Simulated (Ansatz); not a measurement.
Computed with Ansatz on PBE0-D4/def2-TZVP structures; ΔE is electronic, products minus reactants. CCSD(T)/CBS adds triple-zeta CCSD(T) − MP2 to the extrapolated MP2 energy (def2 sets, frozen cores). Functionals use def2-TZVPP. B3LYP here is the variant with VWN-RPA as its local correlation; programs differ in this. Elements past krypton have def2 core potentials. For Br, Sn outer-core shells are correlated without core-valence functions, which leaves a few kJ/mol of doubt a bond. Scalar relativity is left out up to krypton. Each species was taken in one conformer, which may not be the lowest.

`CN[SiH](F)Br` + `[OH][SnH2][OH]` → `C[O][SnH2][OH]` + `N[SiH](F)Br`  (substitution at a C–N bond)

```
             level  ΔE (kJ/mol)  difference from CCSD(T)/CBS
            PBE-D4         29.2                          1.7
           ωB97X-V         26.1                         -1.4
            B2PLYP         26.0                         -1.5
               PBE         27.8                          0.3
            r2SCAN         25.3                         -2.2
             B3LYP         23.7                         -3.8
    MP2/def2-TZVPP         30.9                          3.4
SCS-MP2/def2-TZVPP         28.1                          0.6
    MP2/def2-QZVPP         30.8                          3.3
      HF/CBS(def2)         18.0                         -9.5
       CCSD(T)/CBS         27.5                            0
```

Largest T1 diagnostic among the species: 0.014.

In def2-TZVPP, CCSD(T) changes the Hartree–Fock value by +9.4 kJ/mol (the triples alone add +0.9 kJ/mol) and MP2 by +12.7 kJ/mol.
